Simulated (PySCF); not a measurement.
Computed shifts of a molecule C2H10ClNSi2, PBE/pcSseg-1 in PySCF, GIAO, gas phase, atoms alike by connectivity averaged where their shifts nearly agree, in ppm (number of nuclei): ¹³C: 36.9 (1), 0.0 (1). ¹⁵N: 64.5 (1). ²⁹Si: 4.9 (1), -73.0 (1). ¹H: 5.74 (1), 4.39 (3), 3.27 (3), 1.15 (1), 0.83 (1), 0.74 (1). References: ¹³C against TMS (σ = 182.0 ppm); ¹⁵N against NH3 (σ = 267.0 ppm); ²⁹Si against TMS (σ = 335.4 ppm); ³⁵Cl against HCl (σ = 936.5 ppm); ¹H against TMS (σ = 31.49 ppm), references at their B3LYP-D3(BJ)/def2-TZVP geometries, non-relativistic (without spin–orbit terms, shifts of atoms bonded to Cl or Br come out too high). Geometry optimised at PBE-D3(BJ)/def2-SVP. One conformer was computed; it need not be the lowest.

Pick the molecule that these values belong to.
(A) CN[SiH2]C[SiH2]Cl
(B) CN[Si@@H](Cl)C[SiH3]
(C) CCN([SiH3])[SiH2]Cl
(D) CC[SiH2]N[SiH2]Cl

B, CN[Si@@H](Cl)C[SiH3]
